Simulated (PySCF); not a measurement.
# Worked example: dipole moment from atomic charges

H₄OSi, SMILES O[SiH3]. Atoms are numbered in the order given.

```xyz
6

Si    -0.0090     0.5330     0.0000
O      0.1123    -1.1153     0.0000
H     -0.7277     1.0286     1.2003
H     -0.7277     1.0286    -1.2003
H      1.3776     1.0383     0.0000
H     -0.6945    -1.6354     0.0000
```
Charge 0, spin multiplicity 1.

Geometry optimised at B3LYP-D3(BJ)/def2-TZVP.

Charges (e) from HF/def2-TZVPD run with PySCF:

```json
[
 {"atom": "Si1", "IAO": "1.093", "ESP fit": "0.625"},
 {"atom": "O2", "IAO": "-0.864", "ESP fit": "-0.678"},
 {"atom": "H3", "IAO": "-0.209", "ESP fit": "-0.142"},
 {"atom": "H4", "IAO": "-0.209", "ESP fit": "-0.142"},
 {"atom": "H5", "IAO": "-0.186", "ESP fit": "-0.092"},
 {"atom": "H6", "IAO": "0.375", "ESP fit": "0.427"}
]
```

The dipole moment of the full density is 1.39 D.

Problem. What dipole moment does each set of point charges give, and which comes closer to that of the density?

Solution. 
μ = Σ q r, and 1 e Å = 4.8032 D.
IAO: Σ q r = (-0.319, 0.310, 0.000) e Å, |μ| = 2.14 D.
ESP fit: Σ q r = (-0.298, 0.003, 0.000) e Å, |μ| = 1.43 D.
ESP fit comes closer in size. Point charges leave out the atoms' own dipoles (lone pairs, polarised bonds); fits to the potential absorb them, partitions of the density don't.
